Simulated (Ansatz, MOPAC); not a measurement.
System: SnH3, net charge -1, singlet state. SMILES: [SnH3-]

Atoms: Sn1, H2, H3, H4. Bonds: Sn1-H2, Sn1-H3, Sn1-H4.

Bond lengths (Å) and angles (degrees) optimised at PM3 with MOPAC; PM6 with MOPAC; HF/STO-3G with Ansatz (an electronic-structure program), each started from the B3LYP-D3(BJ)/def2-TZVP structure (Ansatz) of the last column. A row stands for all coordinates that are equal there. No wavenumbers were computed at HF/STO-3G, so these may be saddle points.

```json
[
 {"coordinate": "Sn1-H2", "PM3": "1.670", "PM6": "1.727", "HF/STO-3G": "1.670", "B3LYP-D3(BJ)/def2-TZVP": "1.808"},
 {"coordinate": "H2-Sn1-H3", "PM3": "120.0", "PM6": "96.3", "HF/STO-3G": "93.1", "B3LYP-D3(BJ)/def2-TZVP": "92.6"}
]
```

Mean signed difference of all 3 bond lengths from B3LYP-D3(BJ)/def2-TZVP: PM3 -0.138 Å, PM6 -0.081 Å, HF/STO-3G -0.138 Å.
